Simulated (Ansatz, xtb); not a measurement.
# Relaxing a trial structure of BClHOSi+

The starting geometry of this gas-phase singlet was built from a drawn formula by distance geometry; its bonds are those of `[BH+][Si](=O)Cl`.

```yaml
atoms:
  - { symbol: B, position_ang: [-0.1914, -1.1963, 0.2988] }
  - { symbol: Cl, position_ang: [1.2281, 0.0059, 3.0113] }
  - { symbol: O, position_ang: [-0.9330, 1.5315, 1.2684] }
  - { symbol: Si, position_ang: [0.0309, 0.2854, 1.3047] }
  - { symbol: H, position_ang: [-0.6280, -1.8190, -0.4598] }
```

**Question.** Where would you expect an optimisation with r2SCAN-D4/def2-SVP to take it?

**Answer.** It rearranges, giving a structure given below by its coordinates. Distances that change by over a tenth: B1–H5 (1.07 → 1.18 Å), O3–Si4 (1.58 → 1.93 Å). Contacts that open: B1–Si4 (1.80 → 3.15 Å). Contacts that close: B1–O3 (2.99 → 1.23 Å).

The energy falls by 5.34 eV over 26 steps:

| step | E − E(last) (eV) |
| --- | --- |
| 1 | 5.345 |
| 4 | 4.142 |
| 7 | 3.567 |
| 9 | 2.132 |
| 12 | 1.447 |
| 15 | 0.780 |
| 18 | 0.193 |
| 20 | 0.018 |
| 23 | 0.001 |
| 26 | 0.000 |

Final geometry (Å):

```xyz
5

B    -0.8137   -0.6033   -0.0417
Cl    0.7691    1.2492    3.0901
O    -0.0768   -0.5254    0.9363
Si    1.1506   -0.6312    2.4236
H    -1.5228   -0.6817   -0.9847
```

From the same start GFN2-xTB ends elsewhere, differing in B1–Si4 (1.95 against 3.15 Å here).

The end wasn't checked by frequencies. Run with Ansatz 0.2.0, 31 s on 1 thread of Intel(R) Xeon(R) 6975P-C (Granite Rapids), with other jobs on the host.
